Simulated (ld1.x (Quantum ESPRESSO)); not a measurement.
## Ranking RRKJ potentials for iron

All share these settings but for the change named:

- Element: iron (Fe)
- Generator: ld1.x (Quantum ESPRESSO) 7.5
- Type: norm-conserving RRKJ (Kleinman–Bylander form)
- Functional: LDA (PZ)
- Relativity: fully relativistic
- Frozen core: [Ar]
- Valence charge: 8
- Reference configuration: 3d6 4s2 4p0
- Partial waves: 4p (bound, empty): rc 3.05 bohr; 3d (bound): rc 1.65 bohr; 4s (bound): rc 2.30 bohr
- Local potential: the s channel
- Core correction: a·sin(br)/r model core, default radius (core density twice the valence density)

Open shells are filled in proportion to 2j + 1 (rel_dist='average').

Cutoff: the first of the cutoffs (Ry, on a coarse ladder) from which the occupation-weighted sum of valence levels, in a spherical-Bessel basis at the reference potential, stays within 10 and 1 mRy of its value at 400 Ry; the density cutoff is not measured.

The base gives 70 Ry.

Of 7 variants that were run, those that failed, showed a ghost or another fault, or gave nearly equal values are left out.

**Question.** Rank these variants from softest to hardest (loose cutoff).
A. wave 3d (bound): rc 1.65 bohr becomes 3d (bound): rc 1.52 bohr
B. wave 3d (bound): rc 1.65 bohr becomes 3d (bound): rc 2.42 bohr
C. wave 3d (bound): rc 1.65 bohr becomes 3d (bound): rc 1.10 bohr
D. wave 3d (bound): rc 1.65 bohr becomes 3d (bound): rc 1.26 bohr
E. wave 3d (bound): rc 1.65 bohr becomes 3d (bound): rc 1.76 bohr

**Answer.** B (35 Ry), E (55 Ry), A (80 Ry), D (110 Ry), C (140 Ry).
